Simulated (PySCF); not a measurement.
BeO, SMILES [Be]=[O].

The structure is a stationary point at B3LYP-D3(BJ)/def2-TZVPD.

Vertical ionisation energy (IE) and electron affinity (EA) in eV. Rows of orbital energies are one-electron estimates. Where ΔSCF, EOM or ADC give a negative EA the extra electron is unbound and the value depends on the basis.

```csv
level,IE,EA
"−ε(HOMO), −ε(LUMO), B3LYP/def2-TZVPD (PySCF)",[?],[?]
"−ε(HOMO), −ε(LUMO), ωB97X/def2-TZVPD (PySCF)",9.76,1.84
```

Question: Fill in the missing entries. (An estimate is asked for; the answer gives what the named calculation found.)

Answer: 
- −ε(HOMO), −ε(LUMO), B3LYP/def2-TZVPD (PySCF), IE: 7.23
- −ε(HOMO), −ε(LUMO), B3LYP/def2-TZVPD (PySCF), EA: 4.39
